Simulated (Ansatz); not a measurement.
PBE exchange is replaced step by step with exact exchange (0 % is PBE, 25 % PBE0; no dispersion term), basis def2-TZVP, Ansatz. System: the cluster TaSe₂⁺ (the lowest singlet isomer of a short search). The state is a singlet with charge 1. Geometry: r2SCAN-D4/def2-TZVP, each spin state at its own.

Geometry of the singlet:

```xyz
3

Ta    0.551    0.679    0.258
Se   -1.186   -0.188    1.416
Se    0.635   -0.491   -1.674
```

In the def2 sets Ta takes a core potential; there is no spin–orbit coupling. The structure comes from a short search, and lower isomers may exist.

| exact exchange (%) | HOMO (eV) | LUMO (eV) | gap (eV) | triplet − singlet (kJ/mol) | quintet − singlet (kJ/mol) |
| --- | --- | --- | --- | --- | --- |
| 0 | -10.85 | -10.49 | 0.37 | 16.0 | 216.9 |
| 10 | -11.23 | -10.09 | 1.15 | 14.1 | 207.3 |
| 15 | -11.42 | -9.89 | 1.54 | 12.9 | 202.0 |
| 25 | -11.81 | -9.50 | 2.31 | 10.1 | 190.8 |
| 35 | -12.20 | -9.11 | 3.09 | 6.5 | 178.7 |
| 50 | -12.79 | -8.54 | 4.25 | -0.3 | 159.3 |

(1) Fit a straight line to the column «quintet − singlet (kJ/mol)» against the share of exact exchange and predict its value at 5 %.

Answers

(1) With x = exact exchange (%) and y = quintet − singlet (kJ/mol): mean x = 22.5, mean y = 192.5; Σ(x − x̄)(y − ȳ) = -1895, Σ(x − x̄)² = 1638; slope b = -1.157, intercept a = ȳ − b·x̄ = 218.5. The residuals of the fitted rows reach 1.6. At x = 5 the line gives 218.5 + (-1.157 × 5) = 212.7; the run gave 212.3, 0.4 less than the line.
